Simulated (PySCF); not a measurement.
PySCF input for Ga(Et)3 (C6H15Ga), SMILES [CH2](C)[Ga]([CH2]C)[CH2]C, B3LYP-D3(BJ)/def2-SVP. Geometry: B3LYP-D3(BJ)/def2-SVP. The isomer is the one that the SMILES or the coordinates give; other isomers of the formula were not compared. One conformer was computed; it need not be the lowest.

```python
import numpy as np
from pyscf import gto, scf, dft, df
from pyscf.hessian import thermo

mol = gto.M(
    atom='''
    Ga    0.21216303   -0.18339639    0.13532524
    C     2.04159288    0.02568470   -0.64169813
    C     2.45754684    1.46489884   -0.96508020
    H     2.08584840   -0.60730951   -1.54768937
    H     2.75838007   -0.44109324    0.05936498
    H     2.45646085    2.10183799   -0.06477403
    H     1.76744195    1.93709428   -1.68433353
    H     3.47001994    1.52446447   -1.40162387
    C    -0.48975602   -2.00260626    0.57347870
    C    -1.92157421   -2.04085273    1.11890315
    H     0.21397928   -2.46839973    1.28839629
    H    -0.40319052   -2.61649112   -0.34250463
    H    -2.64143998   -1.60492199    0.40593465
    H    -2.01743046   -1.46390297    2.05389439
    H    -2.26377748   -3.06786587    1.33653920
    C    -0.95738851    1.42259000    0.37849098
    C    -1.79489193    1.70897295   -0.88081918
    H    -0.33142973    2.29891970    0.61783495
    H    -1.62482035    1.26270414    1.24223239
    H    -2.45598640    0.86335656   -1.13747359
    H    -1.16042536    1.90095555   -1.76320429
    H    -2.44385863    2.59381517   -0.75732760
    ''',
    basis='def2-SVP',
    charge=0,
    spin=0,
    max_memory=1600,
    verbose=3,
)
mf = dft.RKS(mol, xc='b3lyp').density_fit(auxbasis='def2-universal-jkfit')
mf.disp = 'd3bj'
mf.grids.level = 3
mf.conv_tol = 1e-11
mf.max_cycle = 100
mf.kernel()

# [left out here: the lines that compute and print the analytic Hessian (its translational invariance restored by hand, since the grid's response is missing), thermochemistry and intensities]
```

It prints:

```
converged SCF energy = -2162.1819345367

WARN: DFTD3 does not support analytical Hessian, using finite difference


WARN: Mole.unit (angstrom) is changed to Bohr

Mode                                 0                   1                   2
Irrep
Freq [cm^-1]                      -15.2585             27.1069             29.0755
Reduced mass [au]                   2.5259              2.2231              1.6129
Force const [Dyne/A]               -0.0003              0.0010              0.0008
Char temp [K]                     -21.9536             39.0007             41.8331
Normal mode                   x     y     z       x     y     z       x     y     z
       0  Ga                 0.02  0.01 -0.01    0.01  0.00  0.03   -0.00 -0.00  0.00
       1   C                 0.04 -0.02  0.03    0.01  0.00  0.03    0.04  0.01  0.10
       2   C                 0.06 -0.03  0.02   -0.05 -0.02 -0.13   -0.03 -0.00 -0.07
       3   H                 0.06 -0.04  0.05    0.06 -0.10  0.10    0.17 -0.12  0.20
       4   H                 0.02 -0.01  0.06    0.02  0.12  0.10    0.01  0.17  0.24
       5   H                 0.04 -0.01  0.00   -0.10  0.09 -0.20   -0.17  0.13 -0.16
       6   H                 0.08 -0.03 -0.01   -0.05 -0.13 -0.20    0.01 -0.16 -0.21
       7   H                 0.07 -0.04  0.04   -0.04 -0.02 -0.11    0.01  0.00  0.03
       8   C                -0.03  0.02 -0.04    0.02  0.00  0.04   -0.04 -0.01 -0.10
       9   C                -0.03  0.05 -0.03   -0.05 -0.01 -0.13    0.02  0.00  0.06
      10   H                -0.04 -0.01 -0.05   -0.06  0.07  0.16    0.02 -0.14 -0.24
      11   H                -0.05  0.04 -0.05    0.15 -0.05  0.09   -0.18  0.09 -0.18
      12   H                -0.02  0.08 -0.02    0.02 -0.09 -0.25   -0.03  0.14  0.19
      13   H                -0.01  0.04 -0.02   -0.19  0.05 -0.19    0.16 -0.11  0.14
      14   H                -0.05  0.06 -0.05   -0.04 -0.01 -0.10   -0.01 -0.01 -0.04
      15   C                 0.02  0.02 -0.01    0.01  0.00  0.03   -0.01 -0.01  0.01
      16   C                -0.14 -0.11  0.07    0.01  0.01  0.03    0.02  0.01 -0.01
      17   H                 0.03  0.05 -0.16    0.01  0.00  0.03   -0.02 -0.01  0.04
      18   H                 0.13  0.08  0.08    0.01  0.01  0.03   -0.03 -0.03 -0.01
      19   H                -0.15 -0.15  0.22    0.01  0.01  0.03    0.03  0.02 -0.04
      20   H                -0.25 -0.17 -0.03    0.01  0.00  0.03    0.04  0.04  0.01
      21   H                -0.15 -0.12  0.07    0.01  0.01  0.03    0.01  0.01 -0.00
Mode                                 3                   4                   5
Irrep
Freq [cm^-1]                       73.8514             91.2190            112.9613
Reduced mass [au]                   3.0267              2.4983              1.8754
Force const [Dyne/A]                0.0097              0.0122              0.0141
Char temp [K]                     106.2557            131.2438            162.5262
Normal mode                   x     y     z       x     y     z       x     y     z
       0  Ga                -0.03  0.03 -0.02    0.00 -0.04 -0.05    0.01  0.01 -0.01
       1   C                 0.00 -0.04  0.04    0.04  0.02  0.05    0.01 -0.00 -0.01
       2   C                 0.09 -0.08 -0.01   -0.03  0.04  0.04    0.07 -0.03 -0.03
       3   H                 0.02 -0.09  0.08    0.17 -0.01  0.08   -0.01 -0.01 -0.01
       4   H                -0.05 -0.04  0.10    0.01  0.10  0.14   -0.01 -0.03 -0.01
       5   H                 0.06 -0.03 -0.04   -0.19  0.08  0.02    0.08 -0.01 -0.03
       6   H                 0.16 -0.09 -0.08    0.02 -0.04 -0.06    0.10 -0.01 -0.04
       7   H                 0.13 -0.15  0.06    0.01  0.10  0.16    0.08 -0.07 -0.01
       8   C                 0.06  0.00  0.02    0.01 -0.01  0.07    0.00  0.01  0.01
       9   C                 0.06 -0.11  0.01   -0.01  0.06  0.03   -0.00  0.08 -0.01
      10   H                 0.09  0.08  0.03   -0.02  0.08  0.15   -0.02  0.01  0.03
      11   H                 0.12 -0.02  0.03    0.04 -0.12  0.15   -0.01 -0.01  0.02
      12   H                 0.02 -0.20 -0.01    0.01 -0.05 -0.05    0.02  0.11 -0.02
      13   H                 0.00 -0.08 -0.01   -0.05  0.19 -0.05    0.01  0.10 -0.01
      14   H                 0.15 -0.13  0.04   -0.01  0.08  0.17   -0.05  0.10  0.00
      15   C                -0.03  0.03 -0.01    0.02 -0.03 -0.01   -0.12 -0.09  0.06
      16   C                -0.05  0.07  0.02   -0.03  0.07  0.04   -0.02 -0.01  0.01
      17   H                -0.01  0.02  0.00    0.05 -0.05  0.01   -0.23 -0.06  0.24
      18   H                -0.01  0.02  0.00    0.05 -0.05  0.01   -0.19 -0.28 -0.03
      19   H                -0.07  0.09  0.01   -0.07  0.10  0.03    0.14 -0.07 -0.21
      20   H                -0.07  0.09  0.01   -0.07  0.10  0.02    0.05  0.23  0.12
      21   H                -0.04  0.08  0.06   -0.00  0.08  0.13   -0.17 -0.14  0.09
[...]
      20   H                -0.00 -0.00  0.00    0.00  0.00 -0.00   -0.29 -0.08  0.39
      21   H                 0.00 -0.00 -0.00    0.01 -0.01 -0.00   -0.01  0.04 -0.00
Mode                                54                  55                  56
Irrep
Freq [cm^-1]                     3071.7306           3076.2006           3076.6063
Reduced mass [au]                   1.1022              1.1021              1.1019
Force const [Dyne/A]                6.1276              6.1447              6.1451
Char temp [K]                    4419.5365           4425.9677           4426.5514
Normal mode                   x     y     z       x     y     z       x     y     z
       0  Ga                 0.00 -0.00  0.00    0.00  0.00 -0.00    0.00 -0.00  0.00
       1   C                -0.00  0.00  0.00   -0.00  0.00  0.00    0.00 -0.00 -0.00
       2   C                -0.00  0.00 -0.00   -0.05  0.02  0.02    0.06 -0.03 -0.02
       3   H                 0.00 -0.00 -0.01    0.00 -0.02 -0.03   -0.00  0.03  0.04
       4   H                 0.00 -0.00  0.00    0.03 -0.02  0.03   -0.04  0.02 -0.04
       5   H                -0.00 -0.00 -0.00   -0.01 -0.16 -0.23    0.01  0.19  0.28
       6   H                 0.02 -0.01  0.02    0.19 -0.13  0.21   -0.23  0.15 -0.25
       7   H                 0.02  0.00 -0.01    0.39  0.02 -0.17   -0.47 -0.02  0.20
       8   C                -0.00  0.00  0.00    0.00 -0.00  0.00    0.00 -0.00  0.00
       9   C                -0.00  0.00 -0.00    0.01 -0.07  0.00    0.01 -0.06  0.00
      10   H                 0.00 -0.00  0.00   -0.03  0.02 -0.03   -0.03  0.02 -0.03
      11   H                 0.00 -0.00 -0.00   -0.00  0.02  0.03   -0.00  0.02  0.03
      12   H                 0.02 -0.01  0.02   -0.24  0.14 -0.25   -0.20  0.11 -0.21
      13   H                -0.00  0.00  0.00   -0.02  0.17  0.29   -0.02  0.14  0.25
      14   H                -0.01 -0.02  0.00    0.16  0.48 -0.10    0.13  0.40 -0.08
      15   C                -0.00  0.00  0.01   -0.00 -0.00  0.00   -0.00 -0.00 -0.00
      16   C                -0.03  0.07  0.04   -0.01 -0.01  0.00   -0.00  0.00  0.00
      17   H                -0.05 -0.06 -0.02    0.01  0.01  0.00    0.00  0.00  0.00
      18   H                 0.08  0.02 -0.11    0.01  0.00 -0.01   -0.00 -0.00  0.00
      19   H                -0.28 -0.34 -0.09    0.05  0.07  0.02   -0.02 -0.03 -0.01
      20   H                 0.23  0.08 -0.31    0.05  0.01 -0.07    0.01  0.00 -0.01
      21   H                 0.42 -0.57 -0.09    0.00 -0.01  0.00    0.02 -0.03 -0.01
Mode                                57                  58                  59
Irrep
Freq [cm^-1]                     3090.2444           3091.6564           3091.9662
Reduced mass [au]                   1.1038              1.1026              1.1026
Force const [Dyne/A]                6.2104              6.2096              6.2106
Char temp [K]                    4446.1736           4448.2053           4448.6509
Normal mode                   x     y     z       x     y     z       x     y     z
       0  Ga                 0.00  0.00 -0.00    0.00  0.00  0.00    0.00  0.00  0.00
       1   C                -0.00  0.00  0.00   -0.00 -0.00 -0.01    0.01  0.00  0.01
       2   C                -0.00  0.00  0.01   -0.02 -0.01 -0.05    0.03  0.01  0.06
       3   H                 0.00 -0.01 -0.01   -0.00  0.04  0.06    0.01 -0.07 -0.09
       4   H                -0.00  0.00 -0.00    0.05 -0.03  0.05   -0.07  0.05 -0.07
       5   H                -0.00 -0.05 -0.07   -0.01  0.22  0.32    0.01 -0.31 -0.45
       6   H                -0.01  0.00 -0.00    0.24 -0.16  0.24   -0.33  0.22 -0.33
       7   H                 0.04  0.00 -0.02   -0.01 -0.00 -0.01    0.02  0.00  0.01
       8   C                -0.00 -0.00 -0.00    0.00  0.00  0.01    0.00  0.00  0.01
       9   C                -0.00 -0.01 -0.01    0.02  0.01  0.07    0.02  0.01  0.05
      10   H                 0.00 -0.00  0.00   -0.07  0.05 -0.07   -0.05  0.04 -0.05
      11   H                -0.00  0.01  0.01    0.01 -0.06 -0.09    0.01 -0.05 -0.07
      12   H                 0.00 -0.00  0.00   -0.33  0.21 -0.33   -0.24  0.15 -0.24
      13   H                -0.01  0.04  0.07    0.04 -0.29 -0.46    0.03 -0.21 -0.33
      14   H                 0.01  0.04 -0.01    0.00 -0.01  0.02    0.00 -0.01  0.01
      15   C                 0.05  0.04 -0.02    0.00  0.00 -0.00   -0.00  0.00  0.00
      16   C                 0.05  0.04 -0.02    0.01  0.01 -0.00   -0.00  0.00  0.00
      17   H                -0.26 -0.37 -0.10   -0.02 -0.02 -0.01   -0.00 -0.00 -0.00
      18   H                -0.28 -0.07  0.37   -0.02 -0.00  0.02    0.01  0.00 -0.01
      19   H                -0.28 -0.36 -0.11   -0.04 -0.05 -0.02   -0.00 -0.00 -0.00
      20   H                -0.27 -0.08  0.37   -0.04 -0.01  0.05    0.02  0.01 -0.02
      21   H                 0.01  0.01 -0.00    0.00 -0.00 -0.00    0.01 -0.02 -0.00
temperature 298.1500 [K]
pressure 101325.00 [Pa]
Rotational constants [GHz] 2.19543 1.28214 0.87637
Symmetry number 1
Zero-point energy (ZPE) 0.19212 [Eh]   504420.605 [J/mol]
                           tot       elec      trans        rot        vib
Entropy [J/mol/K]       455.384      0.000    171.799    122.408    161.177
Cv [J/mol/K]            163.342      0.000     12.472     12.472    138.399
Cp [J/mol/K]            171.657      0.000     20.786     12.472    138.399
Internal energy [J/mol]                      3718.434   3718.434 527273.708
Internal energy [Eh]   -2161.97827  -2162.18193
Enthalpy [J/mol]                             6197.391   3718.434 527273.708
Enthalpy [Eh]          -2161.97733
Gibbs free energy [J/mol]                  -45024.338 -32777.635 479218.672
Gibbs free energy [Eh] -2162.02904
mode   freq/cm-1   IR/(km/mol)
   1      -15.26         0.004
   2       27.11         0.064
   3       29.08         0.002
   4       73.85         0.614
   5       91.22         0.693
   6      112.96         1.255
   7      182.08         0.459
   8      209.61         0.040
   9      217.26         0.037
  10      254.48         1.571
  11      259.42         5.047
  12      280.76         9.948
  13      492.45         1.750
  14      528.97        34.358
  15      543.01        63.112
  16      560.22         0.173
  17      616.27        29.213
  18      671.08        32.935
  19      914.00         0.001
  20      928.58         1.874
  21      936.68         0.620
  22      958.17        18.574
  23      962.83         1.506
  24      964.72         1.636
  25     1006.99        17.313
  26     1031.58        36.244
  27     1045.49         1.990
  28     1212.13         0.015
  29     1212.43         0.286
  30     1213.70         0.134
  31     1237.58         0.000
  32     1244.26         2.073
  33     1246.44         3.803
  34     1394.33         4.968
  35     1396.93        10.502
  36     1399.08         0.314
  37     1424.59         1.718
  38     1429.02         2.517
  39     1437.71         5.342
  40     1470.21         1.133
  41     1470.91         1.142
  42     1473.74         1.771
  43     1479.19         0.605
  44     1480.37        11.852
  45     1483.01         3.318
  46     3004.32        43.492
  47     3005.72        48.732
  48     3007.30        32.869
  49     3010.25        52.947
  50     3012.61         7.307
  51     3028.76        13.413
  52     3043.69         0.039
  53     3045.73        20.006
  54     3071.27         0.138
  55     3071.73        40.411
  56     3076.20        34.298
  57     3076.61        47.560
  58     3090.24        43.281
  59     3091.66         2.172
  60     3091.97        69.241
max |gradient| / (hartree/bohr): 3.438773044967491e-05
APT charges: [ 1.1207 -0.2682  0.0968 -0.0413 -0.0404 -0.0254 -0.026  -0.072  -0.2683
  0.0967 -0.0404 -0.0413 -0.0261 -0.0253 -0.072  -0.2866  0.1078 -0.0385
 -0.0385 -0.027  -0.0271 -0.0575]
```

The calculation finished and met its thresholds. The end point has an imaginary mode, so it is no minimum.
